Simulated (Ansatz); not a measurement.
A structure relaxed at PBE0-D4/def2-TZVP, charge 0, multiplicity 1:

```xyz
8

O     1.029    0.203   -1.328
C     0.612   -0.581   -0.220
Al   -0.920    0.123    0.783
Cl   -1.465    2.071    0.187
H     0.650    1.083   -1.257
H     1.455   -0.738    0.473
H     0.364   -1.587   -0.587
H    -1.724   -0.573    1.948
```

**Question.** Give its formula and SMILES.

**Answer.** CH4AlClO, `O[CH2][AlH][Cl]`.

**Question.** Summarise the bond lengths by kind.

**Answer.** 1 × C–O 1.420 Å; 1 × H–O 0.961 Å; 1 × Al–C 1.962 Å; 2 × C–H 1.099 to 1.103 Å; 1 × Al–Cl 2.109 Å; 1 × Al–H 1.577 Å.

All numbers were calculated with Ansatz.
